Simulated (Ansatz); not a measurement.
Cost and result for the atomization energy of ClF2Sn, SMILES `[F][Sn]([F])[Cl]` radical (4 atoms, 3 bonds).

Total charge 0; spin multiplicity 2. Correlated methods include outer-core shells of Sn, which these sets cover unevenly. Sn: def2 effective core potential. Geometry: relaxed with PBE0-D4/def2-TZVP. Program: Ansatz. All runs use 4 threads of an Intel Xeon Platinum 8488C on a shared host. Times are those of one run each, without the atoms' runs, and a repeat can differ threefold. Electronic energies, without spin–orbit coupling; frozen cores. CCSD(T)/CBS adds CCSD(T) − MP2 in def2-TZVPP to the MP2 limit, and its time is that of the two runs behind it. T1 = 0.017; ⟨S²⟩ of the reference is 0.76. With those shells the extrapolation isn't a true limit. HSE06 is the plane-wave form, built on full-range PBE exchange.

CCSD(T)/CBS is a level of theory with its own doubt, some kJ/mol a heavy atom from the limit and from the frozen cores, so smaller differences don't rank the functionals.

| level | functions | wall time | atomization (kJ/mol) | difference from CCSD(T)/CBS | per bond |
| --- | --- | --- | --- | --- | --- |
| LDA (SPW92)/def2-TZVPP | 154 | 0.7 s | 1421.2 | 239.9 | 80.0 |
| PBE-D4/def2-TZVPP (with forces) | 154 | 1.2 s | 1226.4 | 45.1 | 15.0 |
| PBE0-D4/def2-TZVPP | 154 | 1.6 s | 1152.1 | -29.2 | -9.7 |
| HSE06-D4/def2-TZVPP | 154 | 1.8 s | 1152.7 | -28.6 | -9.5 |
| CAM-B3LYP-D4/def2-TZVPP | 154 | 1.9 s | 1164.0 | -17.3 | -5.8 |
| RPA@PBE/def2-TZVPP | 154 | 2.8 s | 1000.0 | -181.3 | -60.4 |
| CCSD(T)/def2-SVP | 72 | 3.2 s | 1022.5 | -158.8 | -52.9 |
| B97M-V/def2-TZVPP | 154 | 3.3 s | 1203.6 | 22.3 | 7.4 |
| ωB97X-V/def2-TZVPP | 154 | 3.8 s | 1179.2 | -2.1 | -0.7 |
| ωB97M-V/def2-TZVPP (with forces) | 154 | 5 s | 1164.6 | -16.7 | -5.6 |
| MP2/def2-QZVPP | 266 | 6 s | 1222.3 | 41.0 | 13.7 |
| CCSD(T)/def2-TZVPP | 154 | 66 s | 1115.3 | -66.0 | -22.0 |
| CCSD(T)/CBS(def2) | – | 72 s | 1181.3 | 0.0 | 0.0 |

At CCSD(T), def2-SVP lies −158.8 kJ/mol from the extrapolated value and def2-TZVPP −66.0 kJ/mol: correlation converges slowly with the basis, and small sets miss more of it in the bonded molecule than in its fragments. In def2-TZVPP, CCSD(T) changes the Hartree–Fock value by +364.8 kJ/mol (the triples alone add +37.0 kJ/mol) and MP2 by +429.5 kJ/mol; breaking electron pairs costs correlation energy, which Hartree–Fock lacks. From PBE to PBE0 (25 % exact exchange), in def2-TZVPP and without D4, the atomization energy moves by −72.9 kJ/mol: exact exchange takes away binding that semilocal exchange gives to molecules.

Spin–orbit coupling would lower the free Sn atoms strongly, and the atomization energy with them, by more than many differences here. For some Ge, Se and Sn compounds the MP2-based and the directly extrapolated limit differ by 10 to 25 kJ/mol.
